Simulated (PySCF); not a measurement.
Compound: C7H7FO (charge -1 and doublet state).
Numbering: `[OH:1][CH2:2][C-:3]1[CH:4][CH:5]=[CH:6][CH:7]=[C:8]1[F:9]` (hydrogens: H10 on O1; H11, H12 on C2; H13 on C4; H14 on C5; H15 on C6; H16 on C7)

Geometry (GFN2-xTB, Å), atoms numbered from 1 in this order:
```
atom  x, y, z in Å
O1     2.407    1.332   -0.877
C2     2.059    0.244    0.050
C3     0.622   -0.073    0.100
C4    -0.002   -0.988   -0.845
C5    -1.351   -1.189   -0.843
C6    -2.204   -0.529    0.050
C7    -1.620    0.394    0.986
C8    -0.276    0.587    0.963
F9     0.257    1.499    1.875
H10    1.664    1.945   -0.831
H11    2.437    0.550    1.038
H12    2.655   -0.601   -0.313
H13    0.643   -1.507   -1.544
H14   -1.785   -1.886   -1.558
H15   -3.272   -0.697    0.048
H16   -2.242    0.929    1.692
```

The hyperfine couplings belong to this conformer and change with its torsions.

Computed with UKS B3LYP, pcH-1 on C F H O, non-relativistic, mean-field spin-orbit, GIAO in PySCF. Whether the extra electron is bound in the gas phase wasn't checked; a finite basis holds it in any case. The geometry wasn't refined by DFT: couplings that depend on bond lengths, twists or pyramidal angles can differ widely from those at the functional's own minimum, by a factor of two or more for some ions and for spin on atoms past the first row. Stability of the SCF solution: not tested.

Problem. The isotropic 13C couplings are +31.9, -25.3, +23.7, -20.3, +12.9, -10.5, +0.6 MHz. Assign them to C2; C3; C4; C5; C6; C7; C8.

Solution. 
```json
{"site": "C2", "a_iso (MHz)": "-10.5", "ρ(0) (bohr⁻³)": "-0.0093", "position": "1 bond from C3", "distance from C6 (Å)": "4.33", "spin population": "+0.01", "largest |T| (MHz)": "2.6"}
{"site": "C3", "a_iso (MHz)": "+23.7", "ρ(0) (bohr⁻³)": "+0.0211", "position": "a main spin site", "distance from C6 (Å)": "2.86", "spin population": "+0.31", "largest |T| (MHz)": "56.6"}
{"site": "C4", "a_iso (MHz)": "+12.9", "ρ(0) (bohr⁻³)": "+0.0114", "position": "1 bond from C3", "distance from C6 (Å)": "2.42", "spin population": "+0.25", "largest |T| (MHz)": "41.1"}
{"site": "C5", "a_iso (MHz)": "-25.3", "ρ(0) (bohr⁻³)": "-0.0225", "position": "1 bond from C6", "distance from C6 (Å)": "1.40", "spin population": "-0.11", "largest |T| (MHz)": "10.8"}
{"site": "C6", "a_iso (MHz)": "+31.9", "ρ(0) (bohr⁻³)": "+0.0284", "position": "largest spin population", "distance from C6 (Å)": "0.00", "spin population": "+0.43", "largest |T| (MHz)": "67.7"}
{"site": "C7", "a_iso (MHz)": "+0.6", "ρ(0) (bohr⁻³)": "+0.0005", "position": "1 bond from C6", "distance from C6 (Å)": "1.44", "spin population": "+0.13", "largest |T| (MHz)": "26.5"}
{"site": "C8", "a_iso (MHz)": "-20.3", "ρ(0) (bohr⁻³)": "-0.0180", "position": "1 bond from C3", "distance from C6 (Å)": "2.41", "spin population": "-0.04", "largest |T| (MHz)": "2.6"}
```

Problem. Match the computed a_iso(1H) values -28.5, -17.3, -11.1, +6.1, -4.7, +3.5 MHz (means over equivalent nuclei) with the sites H10; H11/H12; H13; H14; H15; H16.

Solution. 
```
   site  a_iso (MHz)  ρ(0) (bohr⁻³)                                         position  distance from C6 (Å)  bound to  spin population there  largest |T| (MHz)
    H10         -4.7        -0.0011                                  3 bonds from C3                  4.68        O1                  +0.03                6.4
H11/H12         +6.1        +0.0014                                  2 bonds from C3                  4.87        C2                  +0.01                5.0
    H13        -17.3        -0.0039  2 bonds from C3, on C4 of spin population +0.25                  3.41        C4                  +0.25               11.1
    H14         +3.5        +0.0008  2 bonds from C6, on C5 of spin population -0.11                  2.15        C5                  -0.11                3.3
    H15        -28.5        -0.0064                                   1 bond from C6                  1.08        C6                  +0.43               17.8
    H16        -11.1        -0.0025  2 bonds from C6, on C7 of spin population +0.13                  2.20        C7                  +0.13                8.3
```

ρ(0) is the spin density at the nucleus and T the dipolar tensor; entries for several nuclei are means. The largest Mulliken spin populations are on C6 (+0.43), C3 (+0.31), C4 (+0.25) and C7 (+0.13). Three atoms exceed +0.15. Main spin sites, with 60 % or more of the largest population: C3, C6; positions count bonds from the nearest.

The spin density at the nucleus, in bohr⁻³, is negative for C5 (-0.0225), C8 (-0.0180) and C2 (-0.0093), for instance. A restricted open-shell determinant has no negative spin density anywhere; here it arises because α and β orbitals differ (spin polarisation).

Means are taken over nuclei equivalent by connectivity, which assumes that they swap fast.

The SMILES `OC[C-]1[CH]C=CC=C1F` draws the unpaired electron on C4, whose computed spin population is only +0.25.

Hardware: one thread of an Arm Neoverse V1 (shared host). Cost: 99 s wall (with the writing of density and orbital grids), 0.97 GiB resident at most.
